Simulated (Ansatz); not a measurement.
Reaction (formal exchange of groups at a Ge–O bond): `C#[C][GeH2][OH]` + acetylene → `C#[C][GeH2][C]#C` + H₂O

Program: Ansatz. Geometries: PBE0-D4/def2-TZVP. ΔE: electronic, gas phase. CCSD(T)/CBS adds triple-zeta CCSD(T) − MP2 to the extrapolated MP2 energy (def2 sets, frozen cores). This one scheme is used for every species. Functionals use def2-TZVPP. For Ge outer-core shells are correlated without core-valence functions, which leaves a few kJ/mol of doubt a bond. Scalar relativity is left out up to krypton. Each species was taken in one conformer, which may not be the lowest.

`C#[C][GeH2][OH]`:

```xyz
8

C    -0.410   -2.288    0.223
C    -0.168   -1.108    0.220
Ge    0.226    0.741    0.274
O    -0.099    1.323   -1.375
H    -0.626   -3.332    0.216
H     1.705    0.954    0.634
H    -0.698    1.447    1.281
H     0.069    2.263   -1.472
```

`C#C`:

Cartesian coordinates in Å:
```
C -0.014 0.167 0.575
C 0.014 -0.167 -0.575
H -0.038 0.463 1.597
H 0.038 -0.463 -1.597
```

`C#[C][GeH2][C]#C`:

```xyz
9

C    -0.310   -1.981   -1.740
C    -0.218   -0.886   -1.248
Ge   -0.077    0.850   -0.496
C     0.238    0.682    1.367
C     0.436    0.591    2.551
H    -0.392   -2.952   -2.172
H     1.102    1.584   -1.142
H    -1.391    1.604   -0.719
H     0.612    0.507    3.599
```

H₂O:

Z-matrix (Å, degrees):
```
O
H 1 0.960
H 1 0.960 2 105.1
```

| level | ΔE (kcal/mol) |
| --- | --- |
| B97M-V | 2.8 |
| HF/def2-TZVPP | 3.8 |
| CCSD/def2-TZVPP | 0.9 |
| CCSD/CBS(def2) | 1.0 |

Q: What does CCSD(T)/CBS give? (Best estimate.)

A: Computed: +0.6 kcal/mol. The listed levels differ from it by 2.2, 3.2, 0.3, 0.4 kcal/mol.

Q: What do rigid-rotor, harmonic-oscillator terms from PBE0-D4/def2-TZVP frequencies (298.15 K, 1 bar) make of the CCSD(T)/CBS value? (Best estimate.)

A: The calculation gave: ΔZPE = 0.0 kcal/mol, ΔH = +1.0 kcal/mol, ΔS = -4 J/(mol·K), ΔG = +1.3 kcal/mol.

Largest T1 diagnostic among the species: 0.013.

Leaving LDA and LC-ωPBE aside and taking each functional with its dispersion term where it has one, the values, not all of them listed here, spread over 2.3 kcal/mol, from PBE-QIDH to B97M-V. The D4 term adds −0.8 kcal/mol with B3LYP and −0.5 kcal/mol with PBE0; it sums over pairs of atoms, weighted by their polarisabilities, and B3LYP, whose exchange is more repulsive, gets the larger term.

B3LYP here is the variant with VWN-RPA as its local correlation; programs differ in this.
